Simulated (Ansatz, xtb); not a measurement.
Relaxing a trial structure of B2FH4OSi

The starting geometry of this gas-phase doublet was built from a drawn formula by distance geometry and a force field; its bonds are those of `[BH]BO[SiH2]F`.

```tsv
atom	x (Å)	y (Å)	z (Å)
B	-3.0381	-2.6948	0.9980
B	-1.4271	-2.7417	1.4557
F	1.2172	-0.2657	-0.2873
O	-0.4158	-2.4220	0.4371
Si	0.0202	-0.7595	0.7941
H	-3.3854	-2.2062	-0.0750
H	-1.1326	-3.2292	2.4961
H	-1.1224	0.1261	0.6563
H	0.5560	-0.6383	2.1978
```

Task: Predict what it relaxes into with r2SCAN-D4/def2-SVP.

Result: It keeps its bonds, and is `[BH]BO[SiH2]F`.

The energy falls by 1.79 eV over 24 steps:

| step | E − E(last) (eV) |
| --- | --- |
| 1 | 1.791 |
| 4 | 0.440 |
| 6 | 0.278 |
| 9 | 0.154 |
| 11 | 0.106 |
| 14 | 0.035 |
| 16 | 0.010 |
| 19 | 0.001 |
| 21 | 0.000 |
| 24 | 0.000 |

Final geometry (Å):

```xyz
9

B    -3.0645   -3.1463    0.6114
B    -1.7255   -2.3812    1.0714
F     1.3545   -0.8396   -0.1665
O    -1.1624   -1.2221    0.5953
Si    0.2640   -0.4636    0.9701
H    -4.0169   -3.8375    0.4077
H    -1.1904   -2.9938    1.9963
H     0.0330    0.9972    0.9106
H     0.7802   -0.9443    2.2765
```

From the same start GFN2-xTB ends elsewhere, differing in B1–O4 (1.52 against 2.71 Å here).

The end wasn't checked by frequencies. Open shells are spin-unrestricted. Run with Ansatz 0.2.0, 2.8 min on 2 threads of Arm Neoverse V2 (shared host).
